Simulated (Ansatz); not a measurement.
Isolated molecules relaxed with PBE0-D4/def2-TZVP in Ansatz; ΔE leaves out vibrations. CBS: MP2 limit from def2 TZ/QZ plus the TZ coupled-cluster correction, frozen cores. This one scheme is used for every species. DFT in def2-TZVPP. B3LYP here is the variant with VWN-RPA as its local correlation; programs differ in this. One conformer a species, not always the lowest.

Reaction (hydrogenolysis of the Si–O bond): `C[SiH2]O[SiH2]O` + H₂ → `C[SiH2]O[SiH3]` + H₂O

```tsv
level	ΔE (kcal/mol)	difference from CCSD(T)/CBS
PBE-D4	20.9	-0.8
r2SCAN-D4	23.3	1.6
PBE0-D4	20.7	-1.0
B3LYP-D4	22.2	0.5
ωB97X-V	21.8	0.1
ωB97M-V	22.5	0.8
B2PLYP	21.8	0.1
PBE	19.9	-1.8
r2SCAN	23.0	1.3
PBE0	19.8	-1.9
B3LYP	20.6	-1.1
HF/def2-TZVPP	19.9	-1.8
MP2/def2-TZVPP	23.2	1.5
SCS-MP2/def2-TZVPP	22.3	0.6
CCSD/def2-TZVPP	21.0	-0.7
CCSD(T)/def2-TZVPP	21.7	0.0
HF/def2-QZVPP	19.9	-1.8
MP2/def2-QZVPP	23.2	1.5
SCS-MP2/def2-QZVPP	22.3	0.6
HF/CBS(def2)	20.0	-1.7
MP2/CBS(def2)	23.2	1.5
CCSD/CBS(def2)	21.1	-0.6
CCSD(T)/CBS	21.7	0
```

Largest T1 diagnostic among the species: 0.011.

The D4 term adds +1.6 kcal/mol with B3LYP and +0.9 kcal/mol with PBE0; it sums over pairs of atoms, weighted by their polarisabilities, and B3LYP, whose exchange is more repulsive, gets the larger term. In def2-TZVPP, CCSD(T) changes the Hartree–Fock value by +1.8 kcal/mol (the triples alone add +0.7 kcal/mol) and MP2 by +3.3 kcal/mol.

CCSD(T)/CBS has its own doubt, a few kJ/mol and more with outer-core shells, so smaller differences from it don't rank the levels.
